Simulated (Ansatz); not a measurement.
Consider the redistribution: `N=C(O)[SiH](N)O` + `N[SiH2][S][GeH2][NH2]` → `N[SiH2]S[SiH](N)O` + `N=[C](O)[GeH2][NH2]`.

Gas-phase electronic energies from Ansatz, PBE0-D4/def2-TZVP geometries. CCSD(T)/CBS adds triple-zeta CCSD(T) − MP2 to the extrapolated MP2 energy (def2 sets, frozen cores). Functionals use def2-TZVPP. B3LYP here is the variant with VWN-RPA as its local correlation; programs differ in this. For Ge outer-core shells are correlated without core-valence functions, which leaves a few kJ/mol of doubt a bond. Scalar relativity is left out up to krypton. One conformer a species, not always the lowest.

```csv
level,ΔE (kcal/mol)
PBE,-2.5
B3LYP,-1.3
SCS-MP2/def2-TZVPP,-0.9
CCSD(T)/def2-TZVPP,-1.1
```

**Question.** What does CCSD(T)/CBS give? (Best estimate.)

**Answer.** Computed: -1.5 kcal/mol. The listed levels differ from it by -1.0, 0.2, 0.6, 0.4 kcal/mol.

Largest T1 diagnostic among the species: 0.013.

In def2-TZVPP, CCSD(T) changes the Hartree–Fock value by −2.6 kcal/mol (the triples alone add −0.5 kcal/mol) and MP2 by −3.1 kcal/mol.
